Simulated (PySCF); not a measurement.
**Ionisation energy of V⁺ by level of theory**

V⁺ [Ar] 3d4 (5D) → V²⁺ [Ar] 3d3 (4F), as a difference of total energies. Computed with PySCF 2.14 in def2-QZVPPD, with no relativity, point nucleus. Correlated levels: valence: [Ar] frozen; valence and next inner shell: [Ne] frozen. The calculations carry no spin-orbit coupling.

```csv
method,ionisation energy (eV)
UHF,13.265
LDA,15.827
PBE,15.433
PBE0,15.086
TPSSh,14.942
revPBE,15.316
HSE06,15.090
MP2 (valence),14.040
SCS-MP2 (valence),13.524
MP2 (valence and next inner shell),14.828
SCS-MP2 (valence and next inner shell),14.262
```

How much does correlation contribute at MP2 (valence and next inner shell)?

14.828 − (13.265) = 1.563 eV, measured against UHF.

A first-order spin-orbit estimate (lowest level to lowest level, LS coupling) adds -0.017 eV.

These non-relativistic numbers lack the scalar-relativistic shift.

Errors of the correlated levels include the incompleteness of this basis and the frozen core.

For comparison: 14.634 ± 0.007 eV (measured; NIST Atomic Spectra Database, ionization energies).
